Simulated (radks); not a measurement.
The numbers below are computed, except where a source is named.
Question: Numerical settings for neutral cadmium, [Kr] 4d10 5s2. Code: a radial shooting solver on a logarithmic mesh with Libxc functionals. Model: Dirac Kohn-Sham, PBE, spin-unpolarised, spherical densities, point nucleus. The defaults (mesh step 0.008 in ln r, mesh end at 40 bohr or more with all orbitals vanishing there, Anderson mixing 0.5 over 9 steps, residual threshold near 1e-9 with the energy settled to 1e-9 hartree or 1e-11 of itself, here a cap of 55 iterations) give E = -5596.0352 hartree and 5s1/2 at -5.660 eV in 14 iterations. Run on one thread of a shared host, so times are rough (Arm Neoverse V2): 0.16 s of CPU time, 0.16 s wall, 14 iterations on 2725 mesh points. One setting is changed at a time: mesh step in ln r 0.005; mesh step in ln r 0.05; mesh step in ln r 0.02; mesh end (bohr) 5; mesh end (bohr) 8; residual threshold 1e-05; residual threshold 1e-16; mixing 1.5; linear mixing, mixing 0.05; linear mixing, mixing 0.2; mixing history 3; iteration cap 8. Which runs fail to converge, and which converge to a wrong energy?

Answer: Not converged within the cap: residual threshold 1e-16; linear mixing, mixing 0.05; linear mixing, mixing 0.2; iteration cap 8. Settings that end as converged yet miss the energy by more than 1 mhartree: mesh end (bohr) 5 (+0.0881 hartree); mesh end (bohr) 8 (+0.00226 hartree).
